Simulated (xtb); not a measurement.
Be(I)(SeH) (BeHISe), SMILES [SeH][Be][I]. All values are semi-empirical tight-binding results from xtb (GFN2-xTB unless named), good for trends rather than for accurate numbers. The structure is a stationary point at GFN2-xTB. The values are those of a single conformer.

For metal compounds this method's bond lengths and energies can be far off.

Q: Estimate the properties. (Estimate from the structure and the level; the computed values follow.)

A: 
| Quantity | Value |
|---|---|
| point group as xtb finds it | Cs |
| orbital gap | 4.27 eV |
| zero-point energy | 5.7 kcal/mol |
| G − E(el) at 298.15 K (modified RRHO) | -13.3 kcal/mol |
